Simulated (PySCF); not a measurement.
# Computed records: AlH4O2Si, AlF2HO, Al2FH2O, AlBFH2O and others

Computed with PySCF 2.14.0. Calculation on a computer-drawn molecule: the log of a Hartree-Fock and frozen-core CCSD(T) single point meant for a local Hartree-Fock minimum, with one planted fault or none, to be diagnosed. Offsets are logged minus clean, where the clean run is the same molecule without the fault. The reference is restricted for singlets and unrestricted otherwise, and also for a bond in bohr or an excited solution. Adding or removing an electron swaps singlet and doublet. The excited solution moves the top pair (singlet) or top alpha electron (doublet) to the lowest empty orbital. Highest occupied and lowest empty are orbital energies over both spins, largest force is the largest gradient component, triples share is (T) over the correlation energy, the T1 limit is 0.02 restricted and 0.045 unrestricted, electrons count all cores, a negative frequency is imaginary (commonest isotopes), and the dipole is about the centre of nuclear charge.

Common to all runs: meant basis cc-pV(D+d)Z; logged SCF converged yes; possible faults no fault, one electron removed, one electron added, multiplicity raised by two, geometry at a saddle point, SCF held on an excited solution, minimal basis STO-3G, one bond length entered in bohr, all coordinates scaled.

(1) AlH4O2Si

Logged structure:
```xyz
8
AlH4O2Si
O      0.5499     2.1599    -0.5174
Al     0.2625     1.0439     0.7071
O     -0.6131    -0.3601     0.3976
Si    -1.4304    -1.7706     0.2778
H      0.2865     2.1382    -1.4218
H      0.8261     1.3422     2.1314
H     -0.7925    -2.6460    -0.7388
H     -2.8402    -1.5125    -0.1124
```

| Quantity | Value |
| --- | --- |
| meant charge | 0 |
| meant multiplicity | 2 |
| logged electrons | 47 |
| logged basis functions | 94 |
| logged spin squared | 0.7724 |
| logged highest occupied | -2.169 eV |
| logged lowest empty | -3.0033 eV |
| logged largest force | 0.14089 hartree/bohr |
| logged dipole magnitude | 14.194 debye |
| logged SCF stable within its kind | no |
| logged energy HF | -682.81105 hartree |
| planted fault | SCF held on an excited solution |
| HF energy offset from clean run | 141.1 kcal/mol |

Drawn bonds:
```csv
atom,other atom,order
1,2,1
2,3,1
3,4,1
1,5,1
2,6,1
4,7,1
4,8,1
```

Notes: coupled-cluster numbers left out as unreliable.

(2) AlF2HO

Logged structure:
```xyz
5
AlF2HO
O     -0.1728     0.7935     2.5130
Al    -0.2232     3.9344     2.6240
F      0.9607     4.8491     1.9516
F     -1.4585     4.7055     3.3703
H      0.4637     0.2180     2.1235
```

| Property | Result |
| --- | --- |
| meant charge | 0 |
| meant multiplicity | 1 |
| logged electrons | 40 |
| logged basis functions | 70 |
| logged spin squared | 0.9638 |
| logged highest occupied | -9.4754 eV |
| logged lowest empty | 0.73085 eV |
| logged largest force | 0.016298 hartree/bohr |
| logged T1 diagnostic | 0.025616 |
| logged D1 diagnostic | 0.14202 |
| logged triples share | 0.015661 |
| logged CC converged | yes |
| logged dipole magnitude | 3.7678 debye |
| logged SCF stable within its kind | yes |
| logged energy HF | -516.3213 hartree |
| logged energy CCSD(T) | -516.92132 hartree |
| planted fault | one bond length entered in bohr, row 1 of the drawn bonds |
| HF energy offset from clean run | 91.23 kcal/mol |
| CCSD(T) energy offset from clean run | 116.1 kcal/mol |

Drawn bonds:
```csv
atom,other atom,order
1,2,1
2,3,1
2,4,1
1,5,1
```

(3) AlF2HO

Logged structure:
```xyz
5
AlF2HO
O     -0.1728     0.7935     2.5130
Al    -0.1995     2.4556     2.5717
F      0.9844     3.3703     1.8994
F     -1.4348     3.2267     3.3180
H      0.4637     0.2180     2.1235
```

| Quantity | Value |
| --- | --- |
| meant charge | 0 |
| meant multiplicity | 1 |
| logged electrons | 41 |
| logged basis functions | 70 |
| logged spin squared | 0.7566 |
| logged highest occupied | 1.6445 eV |
| logged lowest empty | 7.4134 eV |
| logged largest force | 0.037458 hartree/bohr |
| logged T1 diagnostic | 0.015506 |
| logged D1 diagnostic | 0.051529 |
| logged triples share | 0.017285 |
| logged CC converged | yes |
| logged dipole magnitude | 1.5741 debye |
| logged SCF stable within its kind | yes |
| logged energy HF | -516.39683 hartree |
| logged energy CCSD(T) | -517.04998 hartree |
| planted fault | one electron added |
| HF energy offset from clean run | 43.83 kcal/mol |
| CCSD(T) energy offset from clean run | 35.4 kcal/mol |

Drawn bonds:
```csv
atom,other atom,order
1,2,1
2,3,1
2,4,1
1,5,1
```

Notes: highest electron not bound in this basis.

(4) Al2FH2O

Logged structure:
```xyz
6
Al2FH2O
O     -0.5061     0.8182    -0.7822
Al    -1.5958    -0.0998     0.1274
Al    -1.0103    -2.2152     1.6005
F     -0.7328    -1.9258     3.2161
H      0.4270     0.7856    -0.9089
H     -1.2413    -3.7349     1.2293
```

| Item | Value |
| --- | --- |
| meant charge | 0 |
| meant multiplicity | 2 |
| logged electrons | 45 |
| logged basis functions | 84 |
| logged spin squared | 0.7968 |
| logged highest occupied | -7.5381 eV |
| logged lowest empty | 0.70361 eV |
| logged largest force | 1.511e-05 hartree/bohr |
| logged lowest frequency | 52.7 cm⁻¹ |
| logged T1 diagnostic | 0.021134 |
| logged D1 diagnostic | 0.067318 |
| logged triples share | 0.019872 |
| logged CC converged | yes |
| logged dipole magnitude | 2.0578 debye |
| logged SCF stable within its kind | yes |
| logged energy HF | -659.41327 hartree |
| logged energy CCSD(T) | -659.92672 hartree |
| planted fault | no fault |
| HF energy offset from clean run | 0 kcal/mol |
| CCSD(T) energy offset from clean run | 0 kcal/mol |

Drawn bonds:
```csv
atom,other atom,order
1,2,1
2,3,1
3,4,1
1,5,1
3,6,1
```

(5) Al2FH2O

Structure as in entry 4.

| Quantity | Value |
| --- | --- |
| meant charge | 0 |
| meant multiplicity | 2 |
| logged electrons | 45 |
| logged basis functions | 30 |
| logged spin squared | 0.7931 |
| logged highest occupied | -3.0286 eV |
| logged lowest empty | 7.0991 eV |
| logged largest force | 0.068504 hartree/bohr |
| logged T1 diagnostic | 0.021476 |
| logged D1 diagnostic | 0.061016 |
| logged triples share | 0.0544 |
| logged CC converged | yes |
| logged dipole magnitude | 1.2838 debye |
| logged SCF stable within its kind | yes |
| logged energy HF | -651.04187 hartree |
| logged energy CCSD(T) | -651.1717 hartree |
| planted fault | minimal basis STO-3G |
| HF energy offset from clean run | 5253 kcal/mol |
| CCSD(T) energy offset from clean run | 5494 kcal/mol |

Drawn bonds:
```csv
atom,other atom,order
1,2,1
2,3,1
3,4,1
1,5,1
3,6,1
```

(6) AlBFH2O

Logged structure:
```xyz
6
AlBFH2O
O      2.4793     3.5120    -0.1156
Al     3.0379     2.1563     0.7328
B      2.4979     0.1084     0.1782
F      1.4828    -0.5008     0.8019
H      1.8935     3.6068    -0.8478
H      3.1290    -0.5879    -0.5794
```

| Item | Value |
| --- | --- |
| meant charge | 0 |
| meant multiplicity | 2 |
| logged electrons | 37 |
| logged basis functions | 26 |
| logged spin squared | 0.7732 |
| logged highest occupied | -4.1806 eV |
| logged lowest empty | 7.3352 eV |
| logged largest force | 0.056599 hartree/bohr |
| logged T1 diagnostic | 0.022876 |
| logged D1 diagnostic | 0.075913 |
| logged triples share | 0.052435 |
| logged CC converged | yes |
| logged dipole magnitude | 0.98733 debye |
| logged SCF stable within its kind | yes |
| logged energy HF | -436.41841 hartree |
| logged energy CCSD(T) | -436.56362 hartree |
| planted fault | minimal basis STO-3G |
| HF energy offset from clean run | 3584 kcal/mol |
| CCSD(T) energy offset from clean run | 3828 kcal/mol |

Drawn bonds:
```csv
atom,other atom,order
1,2,1
2,3,1
3,4,1
1,5,1
3,6,1
```

(7) AlBH5OSi

Logged structure:
```xyz
9
AlBH5OSi
O      0.5110    -3.0400    -2.6716
Al     0.2630    -2.3222    -1.1642
B      1.3376    -0.8527    -0.0649
Si     0.8840     1.1331    -0.0768
H      1.1784    -2.9471    -3.3303
H      2.0740    -1.2547     0.7989
H      2.1265     1.8987    -0.3666
H     -0.1189     1.5003    -1.1103
H      0.3586     1.5842     1.2380
```

| Quantity | Value |
| --- | --- |
| meant charge | 0 |
| meant multiplicity | 2 |
| logged electrons | 45 |
| logged basis functions | 33 |
| logged spin squared | 0.8182 |
| logged highest occupied | -4.108 eV |
| logged lowest empty | 6.882 eV |
| logged largest force | 0.051805 hartree/bohr |
| logged T1 diagnostic | 0.030659 |
| logged D1 diagnostic | 0.15826 |
| logged triples share | 0.026587 |
| logged CC converged | yes |
| logged dipole magnitude | 1.4005 debye |
| logged SCF stable within its kind | yes |
| logged energy HF | -625.66548 hartree |
| logged energy CCSD(T) | -625.8467 hartree |
| planted fault | minimal basis STO-3G |
| HF energy offset from clean run | 4794 kcal/mol |
| CCSD(T) energy offset from clean run | 4982 kcal/mol |

Drawn bonds:
```csv
atom,other atom,order
1,2,1
2,3,1
3,4,1
1,5,1
3,6,1
4,7,1
4,8,1
4,9,1
```

(8) Al2H2O

Logged structure:
```xyz
5
Al2H2O
O      2.8028     0.3787    -2.3481
Al     1.6022     1.1603    -1.6922
Al    -0.3845     2.4538    -0.6066
H     -0.1621     3.1604     0.7815
H     -1.7635     2.5005    -1.3629
```

| Property | Result |
| --- | --- |
| meant charge | 0 |
| meant multiplicity | 1 |
| logged electrons | 36 |
| logged basis functions | 70 |
| logged spin squared | 2.0225 |
| logged highest occupied | -6.2339 eV |
| logged lowest empty | -0.40961 eV |
| logged largest force | 0.11534 hartree/bohr |
| logged T1 diagnostic | 0.020858 |
| logged D1 diagnostic | 0.064927 |
| logged triples share | 0.022615 |
| logged CC converged | yes |
| logged dipole magnitude | 0.80804 debye |
| logged SCF stable within its kind | yes |
| logged energy HF | -559.78561 hartree |
| logged energy CCSD(T) | -560.07832 hartree |
| planted fault | multiplicity raised by two |
| HF energy offset from clean run | 30.07 kcal/mol |
| CCSD(T) energy offset from clean run | 68.32 kcal/mol |

Drawn bonds:
```csv
atom,other atom,order
1,2,2
2,3,1
3,4,1
3,5,1
```

(9) AlBFO

Logged structure:
```xyz
4
AlBFO
O     -2.4869    -0.2932     0.8054
Al    -1.2015     0.1303     0.0284
B      0.6288     0.7329    -1.0781
F      1.6321     1.0633    -1.6846
```

| Property | Result |
| --- | --- |
| meant charge | 1 |
| meant multiplicity | 1 |
| logged electrons | 34 |
| logged basis functions | 65 |
| logged spin squared | 0 |
| logged highest occupied | -16.277 eV |
| logged lowest empty | -6.5118 eV |
| logged largest force | 6.598e-06 hartree/bohr |
| logged lowest frequency | 78.884 cm⁻¹ |
| logged T1 diagnostic | 0.039145 |
| logged D1 diagnostic | 0.094257 |
| logged triples share | 0.040123 |
| logged CC converged | yes |
| logged dipole magnitude | 8.6645 debye |
| logged SCF stable within its kind | yes |
| logged energy HF | -440.57574 hartree |
| logged energy CCSD(T) | -441.10713 hartree |
| planted fault | no fault |
| HF energy offset from clean run | 0 kcal/mol |
| CCSD(T) energy offset from clean run | 0 kcal/mol |

Drawn bonds:
```csv
atom,other atom,order
1,2,2
2,3,1
3,4,1
```

Notes: T1 above single-reference limit.

(10) AlBH2O2

Logged structure:
```xyz
6
AlBH2O2
O      1.1589     1.4727    -2.9138
Al     1.7004     1.1053    -1.4816
B      2.4435     0.6037     0.5042
O      1.9674     1.1074     1.6502
H      3.3455    -0.1797     0.6000
H      1.2563     1.7261     1.5894
```

| Quantity | Value |
| --- | --- |
| meant charge | 0 |
| meant multiplicity | 1 |
| logged electrons | 35 |
| logged basis functions | 75 |
| logged spin squared | 0.7553 |
| logged highest occupied | -17.035 eV |
| logged lowest empty | -6.3553 eV |
| logged largest force | 0.10133 hartree/bohr |
| logged T1 diagnostic | 0.019685 |
| logged D1 diagnostic | 0.06038 |
| logged triples share | 0.02484 |
| logged CC converged | yes |
| logged dipole magnitude | 0.65373 debye |
| logged SCF stable within its kind | yes |
| logged energy HF | -417.23475 hartree |
| logged energy CCSD(T) | -417.72366 hartree |

Drawn bonds:
```csv
atom,other atom,order
1,2,2
2,3,1
3,4,1
3,5,1
4,6,1
```

## Withheld values
1. Give the missing planted fault for AlBH2O2 (entry 10).

Calculated values
1. one electron removed

Further results for AlBH2O2 (entry 10):

| Quantity | Value |
| --- | --- |
| HF energy offset from clean run | 170 kcal/mol |
| CCSD(T) energy offset from clean run | 214.2 kcal/mol |
